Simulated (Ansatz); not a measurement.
Reaction (ligand exchange at the Si–O bond): `C[S][Sn][O][SiH3]` + `[OH][Ga]([Br])[Br]` → `[SiH3][O][Ga]([Br])[Br]` + `C[S][Sn][OH]`

Computed with Ansatz on PBE0-D4/def2-TZVP structures; ΔE is electronic, products minus reactants. CBS: MP2 limit from def2 TZ/QZ plus the TZ coupled-cluster correction, frozen cores. Functionals use def2-TZVPP. def2 core potentials past Kr. For Br, Ga, Sn outer-core shells are correlated without core-valence functions, which leaves a few kJ/mol of doubt a bond. Scalar relativity is left out up to krypton. Each species was taken in one conformer, which may not be the lowest.

```json
{"level": "PBE-D4", "ΔE (kJ/mol)": "12.0", "difference from CCSD(T)/CBS": "1.8"}
{"level": "BLYP-D4", "ΔE (kJ/mol)": "11.8", "difference from CCSD(T)/CBS": "1.6"}
{"level": "r2SCANh-D4", "ΔE (kJ/mol)": "10.9", "difference from CCSD(T)/CBS": "0.7"}
{"level": "BHLYP-D4", "ΔE (kJ/mol)": "9.8", "difference from CCSD(T)/CBS": "-0.4"}
{"level": "ωB97M-V", "ΔE (kJ/mol)": "9.4", "difference from CCSD(T)/CBS": "-0.8"}
{"level": "BLYP", "ΔE (kJ/mol)": "12.3", "difference from CCSD(T)/CBS": "2.1"}
{"level": "r2SCAN0", "ΔE (kJ/mol)": "10.4", "difference from CCSD(T)/CBS": "0.2"}
{"level": "HF/def2-TZVPP", "ΔE (kJ/mol)": "7.4", "difference from CCSD(T)/CBS": "-2.8"}
{"level": "SCS-MP2/def2-TZVPP", "ΔE (kJ/mol)": "9.7", "difference from CCSD(T)/CBS": "-0.5"}
{"level": "SCS-MP2/def2-QZVPP", "ΔE (kJ/mol)": "9.9", "difference from CCSD(T)/CBS": "-0.3"}
{"level": "CCSD(T)/CBS", "ΔE (kJ/mol)": "10.2", "difference from CCSD(T)/CBS": "0"}
```

Largest T1 diagnostic among the species: 0.016.

At CCSD(T), def2-SVP lies +5.1 kJ/mol from the extrapolated value and def2-TZVPP −0.4 kJ/mol. Leaving LDA and LC-ωPBE aside and taking each functional with its dispersion term where it has one, the values, not all of them listed here, spread over 3.5 kJ/mol, from ωB97X-V to B97M-V.
